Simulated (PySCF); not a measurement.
**Static response to an electric field**

Zn(iPr)2, C6H14Zn (singlet state).
Cartesian coordinates in Å at the PBE0-D3(BJ)/def2-SVP level; atoms count from 1:
```
atom  x, y, z in Å
Zn1   -0.001   -0.013    0.006
C2    -0.023   -0.015    1.980
C3    -0.668   -1.281    2.540
C4    -0.689    1.242    2.536
H5     1.038   -0.005    2.295
H6    -0.159   -2.199    2.204
H7    -1.727   -1.371    2.242
H8    -0.654   -1.290    3.647
H9    -0.668    1.259    3.643
H10   -0.200    2.168    2.192
H11   -1.752    1.310    2.244
C12    0.013   -0.006   -1.969
C13    0.718   -1.234   -2.541
C14    0.603    1.288   -2.526
H15   -1.051   -0.053   -2.271
H16    0.266   -2.179   -2.198
H17    1.785   -1.265   -2.260
H18    0.686   -1.244   -3.647
H19    0.582    1.302   -3.633
H20    0.057    2.182   -2.183
H21    1.659    1.420   -2.233
```

Level: B3LYP/def2-SVPD (PySCF), static field, nuclei fixed, core orbitals frozen in the response. The polarisability tensor in these axes (au):

```
x    85.57  -0.32 -10.77
y    -0.32  98.05  -0.34
z   -10.77  -0.34 131.27
```

Question: Diagonalise the tensor; give its mean and Δα, where Δα² is half the sum of the squared differences of the eigenvalues.

Answer: Principal values 83.15, 98.06 and 133.69 au; mean 104.96 au = 15.55 Å³ = 17.31 × 10⁻⁴⁰ C²·m²/J; Δα = 44.97 au (43 % of the mean).

Question: What is the dipole moment?

Answer: 0.01 D at this geometry.

Question: In TDDFT the mean static polarisability is Σ f/ω² over all singlet excitations (ω in hartree). How much of it do the 15 lowest give? Their energies (eV) and oscillator strengths: 4.55, 0.0000; 4.66, 0.0000; 5.21, 0.1480; 6.04, 0.0000; 6.44, 0.0544; 6.56, 0.0703; 6.56, 0.0083; 6.57, 0.4174; 6.91, 0.0009; 7.06, 0.0000; 7.15, 0.0215; 7.21, 0.0003; 7.51, 0.0075; 7.64, 0.0878; 7.67, 0.0000.

Answer: They add up to 15.07 au, 14.4 % of the 104.96 au; the largest single term is 7.16 au, from the state at 6.57 eV. Terms in order: 0.00, 0.00, 4.04, 0.00, 0.97, 1.21, 0.14, 7.16, 0.01, 0.00, 0.31, 0.00, 0.10, 1.11, 0.00 au. Higher excitations give the rest. The strengths listed sum to 0.817.

Question: Give the principal axes and the span of the nuclei along them.

Answer: Largest value along (-0.22, -0.01, 0.98), where the nuclei span 7.41 Å; middle along (-0.03, 1.00, 0.00), 4.37 Å; least along (0.98, 0.03, 0.22), 3.04 Å. The response follows the extents in order.

Question: Estimate the molar refractivity from the static electronic polarisability.

Answer: Lorentz–Lorenz: R = (4π/3)N_A α = 2.5225 cm³/(mol·Å³) × 15.55 Å³ = 39.2 cm³/mol, in the limit of long wavelengths.

Question: Give the eigenvalues of the traceless quadrupole moment Θ = ½Σq(3rr − r²1), origin at the centre of nuclear charge.

Answer: -6.53, 2.03, 4.50 D·Å. The electronic extent ⟨r²⟩ about the same centre is 1565 bohr², a root-mean-square distance of 2.34 Å for the 80 electrons.

Geometry: PBE0-D3(BJ)/def2-SVP; no solvent, vibrations or thermal averaging.
